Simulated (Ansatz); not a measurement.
Start from `[BH2][GeH]([CH3])[CH3]` and change one atom or group to get `[CH3][GeH]([CH3])[Br]`.

Ansatz, PBE0-D4/def2-TZVP geometries, multiplicity 1. 

Scalar relativity is left out up to krypton.

```tsv
property	`[BH2][GeH]([CH3])[CH3]`
HOMO–LUMO gap (PBE0/def2-TZVPP) / eV	5.56
HOMO–LUMO gap (PBE/def2-TZVPP) / eV	3.38
HOMO energy (ωB97M-V/def2-TZVPP) / eV	-9.90
size of the dipole moment (B3LYP/def2-TZVPP) / D	0.57
HOMO–LUMO gap (B3LYP/def2-TZVPP) / eV	5.15
LUMO energy (PBE0/def2-TZVPP) / eV	-2.18
```

Give the same properties after the change, and the shifts. (Best estimate.)

Ansatz gave: 
```csv
property,`[CH3][GeH]([CH3])[Br]`,shift
HOMO–LUMO gap (PBE0/def2-TZVPP) / eV,8.01,2.45
HOMO–LUMO gap (PBE/def2-TZVPP) / eV,5.82,2.44
HOMO energy (ωB97M-V/def2-TZVPP) / eV,-10.08,-0.18
size of the dipole moment (B3LYP/def2-TZVPP) / D,2.74,2.17
HOMO–LUMO gap (B3LYP/def2-TZVPP) / eV,7.47,2.32
LUMO energy (PBE0/def2-TZVPP) / eV,0.13,2.31
```

With PBE0 the HOMO falls by 0.14 eV and the LUMO rises by 2.31 eV, so the gap widens by about 2.45 eV. PBE moves the HOMO by -0.07 eV and ωB97M-V by -0.18 eV. Dipoles are sizes alone; their direction can turn.

B3LYP here is the variant with VWN-RPA as its local correlation; programs differ in this.

Spin–orbit coupling is left out; it splits and shifts lone-pair levels of the heavy atoms by tenths of an eV.
